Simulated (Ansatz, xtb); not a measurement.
# Two structures of FGaGeHS+

Structure I: a singlet given by its coordinates. Structure II: a singlet given by its coordinates. Both are isolated ions in the gas phase, relaxed with r2SCAN-D4/def2-SVP.

I (Å):

```xyz
5

F     0.8450    1.2222    0.2896
Ga    2.6379    1.9924   -0.1932
Ge   -0.8848    0.4578    0.7482
S    -0.2727   -1.4603   -0.1446
H    -1.4567   -2.0569    0.1446
```

Close contacts (Å): F1–Ga2 2.01, F1–Ge3 1.95, Ge3–S4 2.20, S4–H5 1.36.

II (Å):

```xyz
5

F    -0.7601   -0.4732   -0.5011
Ga   -2.4786   -0.0266   -1.4512
Ge    0.6229   -1.4413    0.5072
S     2.0744    0.2200    0.4938
H     1.2692    1.0576   -0.2028
```

Close contacts (Å): F1–Ga2 2.01, F1–Ge3 1.97, Ge3–S4 2.21, S4–H5 1.35.

Q: Estimate which is lower in electronic energy at CCSD(T)/def2-SVP + ΔMP2/def2-TZVPP, and by roughly how much.

A: The CCSD(T)/def2-SVP + ΔMP2/def2-TZVPP calculation puts structure I lower, by 2.9 kcal/mol.

How the difference moves with the method:

```tsv
level	geometry	E(II) − E(I) (kcal/mol)	departure from the last row (kcal/mol)	job, with rough time for the two
r2SCAN-D4/def2-SVP	r2SCAN-D4/def2-SVP	+2.9	0.0	optimisation, 64 s
HF/def2-SVP	r2SCAN-D4/def2-SVP	+3.4	+0.5	part of the CCSD(T) run
MP2/def2-SVP	r2SCAN-D4/def2-SVP	+2.8	−0.1	part of the CCSD(T) run
CCSD(T)/def2-SVP	r2SCAN-D4/def2-SVP	+2.6	−0.3	single point
CCSD(T)/def2-SVP + ΔMP2/def2-TZVPP	r2SCAN-D4/def2-SVP	+2.9		single point, 46 s
```

The levels shown agree on the order. The largest departure from CCSD(T)/def2-SVP + ΔMP2/def2-TZVPP is that of HF/def2-SVP, 0.5 kcal/mol. Levels run at GFN2-xTB geometries aren't shown. The last row adds to CCSD(T) the change of the MP2 difference between the two basis sets, here +0.3 kcal/mol.

With harmonic frequencies from r2SCAN-D4/def2-SVP (ideal gas, rigid rotor, one conformer each, 600 K, 1 atm): on the last row, ΔE + ΔZPE = +2.7 kcal/mol. A mode under 50 cm⁻¹ makes harmonic enthalpies and free energies unreliable, so none is given.

The correlated steps freeze 24 core orbitals; the filled d shell of Ga and Ge is correlated, in a basis made for valence electrons. Codes used: Ansatz 0.2.0; the last row on 1 thread of Intel(R) Xeon(R) Platinum 8259CL CPU @ 2.50GHz (Skylake/Cascade Lake) on a shared host.
